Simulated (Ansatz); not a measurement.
System: sum formula AlOF2H, net charge 0, singlet state. 
Coordinates optimised at B3LYP-D3(BJ)/def2-TZVP (Ansatz, an electronic-structure program):
SMILES: [Al]([F])([F])[OH]
```xyz
5

Al    -0.0065     0.0132    -0.0079
F     -1.3902    -0.8427    -0.2376
F      0.0720     1.5441    -0.5861
O      1.3237    -0.6222     0.7943
H      1.3595    -1.5063     1.1617
```
Charge 0, spin multiplicity 1.

Basis-set convergence of Hartree-Fock and CCSD correlation energies (hartree) with Ansatz. Correlated levels leave the core frozen unless marked. No spin-orbit coupling. No relativistic terms.

```
basis            functions       E(HF)  E(corr, CCSD)
---------------  ---------  ----------  -------------
aug-cc-pV(D+d)Z        110  -516.50837       -0.68347
aug-cc-pV(T+d)Z        216           ?              ?
```

Problem. Complete the blanks.

Solution. 
- aug-cc-pV(T+d)Z, E(HF): -516.59192
- aug-cc-pV(T+d)Z, E(corr, CCSD): -0.84141
